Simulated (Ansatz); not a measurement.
Basis-set extrapolation for CH$_{5}$F$_{2}$NOSi (`NC(F)(F)O[SiH3]`) (PBE0-D4/def2-TZVP geometry, frozen core, Ansatz). Multiplicity 1, RHF reference.

|  | def2-TZVPP | def2-QZVPP |
| --- | --- | --- |
| HF | -658.135675 | -658.161416 |
| MP2 correlation | -1.225091 | -1.328266 |
| CCSD(T) correlation | -1.298321 | not run |

Energies in hartree. Use E(X) = E(∞) + A·exp(−7.88·√X) for Hartree–Fock and E(X) = E(∞) + B·X^(−2.97) for correlation, with X = 3 and 4, and add CCSD(T) minus MP2 of the smaller set to the MP2 limit.

What is the CCSD(T) energy at the basis-set limit?

HF limit: -658.161416 + (-0.025741) × 0.13774 = -658.16496. MP2 limit: -1.328266 + (-0.103175) × 0.74074 = -1.40469. Higher-order term: -1.298321 − (-1.225091) = -0.07323. Total: -659.64288 hartree, 548.4 kJ/mol below CCSD(T)/def2-TZVPP.
